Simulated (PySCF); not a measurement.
# Predicted spectroscopic data

How the numbers were obtained: coordinates at the GFN2-xTB level, PBE0/pcSseg-1 with gauge-including orbitals, in PySCF 2.14 (averaged over atoms made equivalent by symmetry, fast rotation or ring inversion, relativity neglected, single conformer, no solvent model).

Referencing at the same level of theory: $^{1}$H (σref 31.72), $^{13}$C (σref 186.93) against TMS. Splittings of carbon signals by F and P are missing where no couplings were computed. Where no couplings were computed, multiplicities follow the n + 1 count of equivalent neighbours, and m marks all less simple cases (inequivalent or close neighbours, rings, F or P nearby). Shifts are as computed. Against solution values, carbons near 30 ppm lie about +3 ppm off and those near 130 ppm about +5 ppm. Of 1211 compounds with measured shifts, 218 miss one by over three times the rms of a fit or turn the order of signals round; such compounds aren't used in these exercises. OH and NH positions are gas-phase values without hydrogen bonding to other molecules.

**1.** SMILES ONc1ccccc1, C₆H₇NO. $^{1}$H NMR (400 MHz, computed): δ 7.53 (m, 2H), 7.04 (t, 1H), 6.91 (d, 2H), 6.39 (br s, 1H), 4.09 (br s, 1H). $^{13}$C{$^{1}$H} NMR (computed): δ 155.5 (C), 134.7 (CH), 124.4 (CH), 114.3 (CH).

**2.** 2,2-dimethoxybutane, C₆H₁₄O₂. $^{1}$H NMR (400 MHz, computed): δ 3.42 (s, 6H), 1.57 (q, 2H), 1.29 (s, 3H), 1.00 (t, 3H). $^{13}$C{$^{1}$H} NMR (computed): δ 105.9 (C), 49.8 (CH3), 35.1 (CH2), 24.1 (CH3), 11.3 (CH3).

**3.** SMILES CO[C@@]1(C#N)C=CC1, C₆H₇NO. $^{1}$H NMR (400 MHz, computed): δ 6.77 (m, 1H), 6.77 (m, 1H), 3.65 (s, 3H), 3.14 (m, 1H), 2.97 (m, 1H). $^{13}$C{$^{1}$H} NMR (computed): δ 152.7, 145.3, 122.4, 72.9, 56.4, 47.5.

**4.** `FC(F)OCC1=CC=CC1`, C₇H₈F₂O. $^{1}$H NMR (400 MHz, computed): δ 6.84 (m, 1H), 6.79 (m, 1H), 6.67 (m, 1H), 6.65 (m, 1H), 5.26 (s, 2H), 2.91 (m, 2H). $^{13}$C{$^{1}$H} NMR (computed): δ 150.5, 140.2, 139.4, 134.4, 123.2, 65.5, 44.3.
